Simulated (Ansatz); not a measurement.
`SB[SiH2][SeH]` + `OPS` → `OP[SiH2][SeH]` + `SBS`  (redistribution)

Program: Ansatz. Geometries: PBE0-D4/def2-TZVP. ΔE: electronic, gas phase. CBS: MP2 limit from def2 TZ/QZ plus the TZ coupled-cluster correction, frozen cores. Functionals use def2-TZVPP. B3LYP here is the variant with VWN-RPA as its local correlation; programs differ in this. HSE06 is defined as in plane-wave codes. For Se outer-core shells are correlated without core-valence functions, which leaves a few kJ/mol of doubt a bond. Scalar relativity is left out up to krypton. One conformer a species, not always the lowest.

```tsv
level	ΔE (kcal/mol)	difference from CCSD(T)/CBS
LDA (SPW92)	-14.5	-0.1
PBE-D4	-14.2	0.2
revPBE-D4	-14.2	0.2
BLYP-D4	-14.0	0.4
B97M-V	-15.6	-1.2
PBE0-D4	-14.9	-0.5
r2SCANh-D4	-15.2	-0.8
r2SCAN0-D4	-15.4	-1.0
HSE06-D4	-14.9	-0.5
BHLYP-D4	-15.4	-1.0
CAM-B3LYP-D4	-15.2	-0.8
ωB97X-V	-15.1	-0.7
ωB97M-V	-14.8	-0.4
B2PLYP	-15.1	-0.7
PBE	-14.2	0.2
revPBE	-14.3	0.1
BLYP	-14.1	0.3
r2SCAN	-15.1	-0.7
PBE0	-15.0	-0.6
B3LYP	-14.8	-0.4
r2SCANh	-15.2	-0.8
r2SCAN0	-15.4	-1.0
HSE06	-15.0	-0.6
BHLYP	-15.5	-1.1
CAM-B3LYP	-15.2	-0.8
LC-ωPBE	-15.6	-1.2
RPA@PBE/def2-TZVPP	-14.6	-0.2
HF/def2-SVP	-19.3	-4.9
MP2/def2-SVP	-19.8	-5.4
CCSD/def2-SVP	-18.9	-4.5
CCSD(T)/def2-SVP	-18.7	-4.3
MP2/def2-TZVPP	-15.8	-1.4
SCS-MP2/def2-TZVPP	-15.5	-1.1
CCSD(T)/def2-TZVPP	-15.2	-0.8
HF/def2-QZVPP	-15.9	-1.5
MP2/def2-QZVPP	-15.2	-0.8
SCS-MP2/def2-QZVPP	-15.0	-0.6
HF/CBS(def2)	-15.9	-1.5
MP2/CBS(def2)	-15.0	-0.6
CCSD/CBS(def2)	-14.6	-0.2
CCSD(T)/CBS	-14.4	0
```

Largest T1 diagnostic among the species: 0.014.

Leaving LDA and LC-ωPBE aside and taking each functional with its dispersion term where it has one, the values spread over 1.6 kcal/mol, from B97M-V to BLYP-D4. From BLYP to BHLYP (50 % exact exchange), in def2-TZVPP and without D4, ΔE moves by −1.3 kcal/mol. At CCSD(T), def2-SVP lies −4.3 kcal/mol from the extrapolated value and def2-TZVPP −0.8 kcal/mol.
